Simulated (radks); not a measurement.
The numbers below are computed, except where a source is named.
Species: the iodine ion I+. Configuration: [Kr] 4d10 5s2 5p4. Level of theory: scalar-relativistic Kohn-Sham, PBE, spin-polarised, spherical densities, finite nucleus; open shells are filled with parallel spins first (spin-orbit coupling, left out, can overturn this in heavy ions); Fermi nuclear charge, rms radius 4.75 fm (a radial shooting solver on a logarithmic mesh with Libxc functionals).

Normalised radial functions P(r) = r R(r), r in bohr:

| r | 4d down | 5p up | 5p down |
|---|---|---|---|
| 0.001673 | 0.0000 | 0.0010 | 0.0010 |
| 0.001932 | 0.0000 | 0.0013 | 0.0013 |
| 0.002231 | 0.0000 | 0.0017 | 0.0017 |
| 0.002577 | 0.0000 | 0.0021 | 0.0021 |
| 0.002976 | 0.0001 | 0.0027 | 0.0027 |
| 0.003437 | 0.0001 | 0.0035 | 0.0035 |
| 0.003969 | 0.0001 | 0.0045 | 0.0045 |
| 0.004547 | 0.0002 | 0.0057 | 0.0057 |
| 0.005252 | 0.0003 | 0.0074 | 0.0074 |
| 0.006065 | 0.0005 | 0.0094 | 0.0094 |
| 0.007004 | 0.0007 | 0.0121 | 0.0120 |
| 0.008089 | 0.0011 | 0.0154 | 0.0153 |
| 0.009342 | 0.0016 | 0.0195 | 0.0195 |
| 0.01079 | 0.0023 | 0.0246 | 0.0246 |
| 0.01236 | 0.0034 | 0.0306 | 0.0305 |
| 0.01428 | 0.0049 | 0.0382 | 0.0381 |
| 0.01649 | 0.0073 | 0.0473 | 0.0472 |
| 0.01904 | 0.0106 | 0.0581 | 0.0580 |
| 0.02199 | 0.0154 | 0.0706 | 0.0705 |
| 0.02539 | 0.0222 | 0.0847 | 0.0845 |
| 0.02933 | 0.0318 | 0.1000 | 0.0998 |
| 0.0336 | 0.0442 | 0.1150 | 0.1147 |
| 0.0388 | 0.0621 | 0.1304 | 0.1301 |
| 0.04481 | 0.0861 | 0.1438 | 0.1436 |
| 0.05176 | 0.1177 | 0.1532 | 0.1529 |
| 0.05977 | 0.1584 | 0.1560 | 0.1557 |
| 0.06903 | 0.2091 | 0.1492 | 0.1489 |
| 0.07972 | 0.2702 | 0.1302 | 0.1299 |
| 0.09134 | 0.3365 | 0.0990 | 0.0988 |
| 0.1055 | 0.4129 | 0.0516 | 0.0515 |
| 0.1218 | 0.4900 | -0.0089 | -0.0089 |
| 0.1407 | 0.5591 | -0.0774 | -0.0773 |
| 0.1625 | 0.6081 | -0.1451 | -0.1448 |
| 0.1876 | 0.6229 | -0.2001 | -0.1997 |
| 0.2167 | 0.5887 | -0.2290 | -0.2286 |
| 0.2483 | 0.5002 | -0.2215 | -0.2209 |
| 0.2867 | 0.3411 | -0.1697 | -0.1692 |
| 0.3311 | 0.1179 | -0.0746 | -0.0742 |
| 0.3824 | -0.1543 | 0.0514 | 0.0517 |
| 0.4417 | -0.4482 | 0.1851 | 0.1850 |
| 0.5101 | -0.7285 | 0.2964 | 0.2959 |
| 0.5891 | -0.9575 | 0.3552 | 0.3543 |
| 0.6749 | -1.0975 | 0.3424 | 0.3409 |
| 0.7794 | -1.1476 | 0.2499 | 0.2478 |
| 0.9001 | -1.0988 | 0.0871 | 0.0844 |
| 1.04 | -0.9705 | -0.1196 | -0.1225 |
| 1.201 | -0.7933 | -0.3359 | -0.3382 |
| 1.387 | -0.6005 | -0.5280 | -0.5282 |
| 1.601 | -0.4203 | -0.6692 | -0.6655 |
| 1.835 | -0.2781 | -0.7403 | -0.7326 |
| 2.119 | -0.1645 | -0.7437 | -0.7342 |
| 2.447 | -0.0881 | -0.6802 | -0.6728 |
| 2.826 | -0.0421 | -0.5682 | -0.5669 |
| 3.263 | -0.0178 | -0.4336 | -0.4397 |
| 3.769 | -0.0065 | -0.3020 | -0.3135 |
| 4.353 | -0.0020 | -0.1913 | -0.2041 |
| 4.987 | -0.0006 | -0.1127 | -0.1238 |
| 5.759 | -0.0001 | -0.0570 | -0.0650 |
| 6.651 | 0.0000 | -0.0250 | -0.0299 |
| 7.681 | 0.0000 | -0.0094 | -0.0118 |

4d down: eigenvalue -59.614 eV, 1 radial node at r = 0.353 bohr, <r> = 0.919 bohr, 90 % of the charge inside 1.40 bohr. 5p up: eigenvalue -15.972 eV, 3 radial nodes at r = 0.119, 0.362, 0.959 bohr, <r> = 2.31 bohr, 90 % of the charge inside 3.41 bohr. 5p down: eigenvalue -14.494 eV, 3 radial nodes at r = 0.119, 0.361, 0.957 bohr, <r> = 2.34 bohr, 90 % of the charge inside 3.48 bohr.
